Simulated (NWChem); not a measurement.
# diethyl sulfide (C4H10S); SMILES C(SCC)C

```xyz
15

C     -0.3197     2.5440    -0.1125
C     -0.5880     1.1027     0.2813
S      0.8347     0.0667    -0.1723
C      0.3064    -1.5467     0.4693
C     -0.7921    -2.2280    -0.3273
H      0.5733     2.9360     0.3979
H     -1.1746     3.1835     0.1558
H     -0.1555     2.6354    -1.1972
H     -0.7526     1.0208     1.3690
H     -1.4947     0.7313    -0.2228
H      0.0209    -1.4270     1.5281
H      1.2249    -2.1547     0.4612
H     -0.4917    -2.3561    -1.3778
H     -1.7265    -1.6463    -0.3140
H     -1.0176    -3.2221     0.0920
```
Atoms are numbered in this order, from 1.

Results from NWChem. The geometry was optimised at PBE0/def2-SVP. Total energies compare along this basis series because the functional is fixed.

```csv
level,basis functions,energy (Ha),highest occupied level (eV),orbital gap (eV),dipole (D)
PBE/cc-pVDZ,124,-556.2353,-4.83,5.23,1.49
PBE/aug-cc-pVDZ,209,-556.2517,-5.04,4.46,1.64
PBE/cc-pVTZ,294,-556.3085,-4.99,5.00,1.56
```
